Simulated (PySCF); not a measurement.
C8H12BN.
Structure used (PBE0-D3(BJ)/def2-SVP), in Å, numbered top down from 1:
```
atom  x, y, z in Å
B1    -1.4931   -0.5536   -1.3996
C2    -2.4576    0.3508   -0.5695
C3    -1.8393    0.4149    0.8348
C4    -1.1117   -0.9222    1.0052
C5    -0.4874   -1.2505   -0.3651
N6     0.8361   -0.6791   -0.5457
C7     1.1010    0.5909   -0.9912
C8     2.4673    0.7819   -0.9854
C9     3.0501   -0.4243   -0.5151
C10    2.0180   -1.3017   -0.2519
H11   -1.5103   -0.7502   -2.5902
H12   -2.7699    1.3106   -1.0083
H13   -3.3835   -0.2703   -0.5513
H14   -1.1095    1.2408    0.8768
H15   -2.5708    0.6026    1.6362
H16   -0.3650   -0.9169    1.8142
H17   -1.8465   -1.7103    1.2469
H18   -0.3939   -2.3353   -0.5304
H19    0.2945    1.2676   -1.2737
H20    2.9874    1.6875   -1.2904
H21    4.1107   -0.6305   -0.3846
H22    2.0283   -2.3248    0.1186
```

Computed with PySCF at PBE0/pcSseg-1, non-relativistic, on one gas-phase PBE0-D3(BJ)/def2-SVP geometry that isn't relaxed in the solvent. The solvent is an IEF-PCM continuum (Bondi radii, 1.10 Å for H, scaled by 1.2). The model holds no explicit solvent molecules, cavitation or dispersion.

| run | E − E(gas) (kcal/mol) | HOMO (eV) | HOMO–LUMO gap (eV) | dipole (D) |
| --- | --- | --- | --- | --- |
| gas | 0.00 | -6.04 | 4.69 | 2.40 |
| P | -1.77 | -6.10 | 4.85 | 2.74 |
| Q | -3.35 | -6.18 | 4.99 | 3.03 |

**Question.** The runs were made in chloroform and cyclohexane. Which run belongs to which solvent?

**Answer.** P = cyclohexane, Q = chloroform. The dielectric constants are 2.017 (cyclohexane), 4.711 (chloroform), and the energy falls further as ε rises. In this model the ground state sees the solvent through ε alone.

**Question.** How constant is the ratio of the lowering to (ε − 1)/(2ε + 1)?

**Answer.** 
```tsv
solvent	(ε − 1)/(2ε + 1)	E − E(gas) (kcal/mol)	ratio (kcal/mol)	polarisation term (kcal/mol)
cyclohexane	0.202	-1.77	-8.7	-1.86
chloroform	0.356	-3.35	-9.4	-3.70
```

The ratio changes by +7.5 % in size from cyclohexane to chloroform. The polarisation term is half the interaction of the solute with the induced surface charges.
